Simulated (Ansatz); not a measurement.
## Ansatz (development build ahead of 0.2.0) run

```yaml
crystal:
  periodic: [false, false, false]
  atoms:
    - { symbol: Li, position_ang: [1.09368, 0.03289, 0.01491] }
    - { symbol: Li, position_ang: [-1.07127, 0.06225, -0.02529] }
    - { symbol: F, position_ang: [0.02983, 1.36136, 0.03373] }
    - { symbol: F, position_ang: [-0.03128, -1.33617, -0.03084] }
basis:
  gaussian: { orbitals: STO-3G }
hamiltonian:
  xc: hf
correlation:
  method: mp2
  frozen_orbitals: { F: 1, Li: 0 }
```

The input is written out in the form of the current development build from the run's settings.

The run gave:

| Property | Result |
| --- | --- |
| Converged | yes |
| Reference energy | -210.92328 hartree |
| Correlation energy | -0.08669 hartree |
| Total energy | -211.00997 hartree |
| Spin squared of the determinant | 0.000 |
